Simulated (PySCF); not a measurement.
Species: C₄H₄Cl₃GaO₂.
Geometry (PBE0-D3(BJ)/def2-SVP, Å), atoms numbered from 1 in this order:
```
atom  x, y, z in Å
Cl1    3.4327   -1.0868   -0.1092
C2     2.2604    0.2475   -0.2987
Cl3    3.1024    1.8112   -0.1089
Cl4    1.5303    0.1638   -1.9279
Ga5    0.8483    0.0857    1.1146
O6    -0.5092    1.3572    0.5772
C7    -1.5473    1.0640   -0.0864
C8    -1.9717   -0.2136   -0.4568
C9    -1.2816   -1.3740   -0.0990
O10   -0.2032   -1.4450    0.5616
H11    1.1102    0.1090    2.6413
H12   -2.1733    1.9242   -0.3827
H13   -2.8945   -0.3112   -1.0281
H14   -1.7097   -2.3452   -0.4039
```

Computed, not measured: PySCF 2.14.0, PBE0-D3(BJ)/def2-SVP geometry optimisation, gas phase.

Q: Which atoms are bound to Ga5, and at what distances?

A: 4 atoms: H11 1.549 Å, O6 1.936 Å, O10 1.938 Å, C2 2.004 Å. The nearest atom not counted as bound is C7, at 2.85 Å (others tie with it).

Q: List the angles at Ga5.

A: 
| angle | degrees | distance of the outer atoms (Å) |
| --- | --- | --- |
| C2–Ga5–H11 | 125.1 | 3.16 |
| O10–Ga5–H11 | 112.6 | 2.91 |
| O6–Ga5–H11 | 112.5 | 2.91 |
| C2–Ga5–O6 | 104.2 | 3.11 |
| C2–Ga5–O10 | 104.2 | 3.11 |
| O6–Ga5–O10 | 93.4 | 2.82 |

Q: Describe the arrangement about Ga5 in numbers.

A: Angles from 93.4° to 125.1°; τ4 = (360° − α − β)/141° = 0.87 with α and β the two widest (0 for a square, 1 for a tetrahedron). Differences among atoms that Cs makes equivalent are scatter left by the optimiser.

Q: What are the other bond lengths?

A: Cl1–C2, C2–Cl3, C2–Cl4 1.787 Å; O6–C7, C9=O10 1.267 Å; C7=C8, C8–C9 1.397 Å. (A selection.)

Q: Give some angles away from the centre.

A: Cl1–C2–Cl3 109.5°, Cl1–C2–Ga5 109.1°, Cl4–C2–Ga5 110.6°, Ga5–O6–C7 124.6°, O6–C7–C8 126.9°, C7–C8–C9 122.8°.

Q: What are the rotational constants (commonest isotopes, rigid rotor)?

A: A = 1037, B = 520.9, C = 506.2 MHz: a near-prolate asymmetric top.

Point group: Cs (tolerance 0.08 Å). Charge 0, singlet. No frequency check.

Hardware: Intel Xeon 6975P-C, one thread (shared host). Cost: 4.5 min wall, 1.1 GiB resident at most. This is the geometry optimisation.
